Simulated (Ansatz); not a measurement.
A structure relaxed at PBE0-D4/def2-TZVP, charge 0, multiplicity 1:

```xyz
12

Si   -0.640    2.143    0.699
O    -0.148    0.649    0.192
B     0.971    0.203   -0.441
O     1.091   -1.112   -0.736
Si    0.035   -2.356   -0.439
H     0.400    3.159    0.393
H    -1.902    2.480   -0.002
H    -0.878    2.082    2.161
H     1.855    0.955   -0.742
H    -1.263   -2.111   -1.117
H     0.665   -3.579   -0.988
H    -0.185   -2.513    1.020
```

(1) Give its formula and SMILES.

(2) Point group (tolerance 0.08 Å, 0.16 Å for H)?

(3) Summarise the bond lengths by kind.

Answers

(1) BH7O2Si2, `[SiH3]OBO[SiH3]`.

(2) Cs.

(3) 2 × O–Si 1.652 to 1.659 Å; 6 × H–Si 1.481 to 1.485 Å; 2 × B–O 1.353 to 1.361 Å; 1 × B–H 1.199 Å.

Computed with Ansatz.
